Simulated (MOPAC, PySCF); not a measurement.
[Cd(OH)2], neutral singlet in the gas phase. 

Cartesian coordinates (Å):
```xyz
5

Cd     0.0216    -0.1025     0.0645
O     -1.3686     0.4101     1.3491
H     -2.1648     0.6941     0.8780
O      1.4613    -0.7605    -1.0931
H      1.9073    -0.0158    -1.5207
```
Charge 0, spin multiplicity 1.

All levels are single points at this geometry (r2SCAN-D4/def2-SVP); Pople sets use spherical d functions. Orbital energies aren't observables, and empty levels follow the basis.

```tsv
level	HOMO (eV)	LUMO (eV)	gap (eV)	dipole (D)	vertical IE, Delta-SCF (eV)
B3LYP-D3(BJ)/def2-TZVP in PySCF	-7.83	-1.83	6.01	2.27	–
TPSSh-D3(BJ)/def2-TZVP in PySCF	-7.14	-1.81	5.33	2.22	–
BP86/6-31G* (LANL2DZ on Cd) in PySCF	-5.96	-2.13	3.83	2.09	–
M06-2X/6-31G* (LANL2DZ on Cd) in PySCF	-9.23	-0.35	8.88	2.38	–
HF/6-31G* (LANL2DZ on Cd) in PySCF	-12.00	1.70	13.70	2.59	–
PM6 in MOPAC	-10.85	-1.08	9.76	3.17	–
```
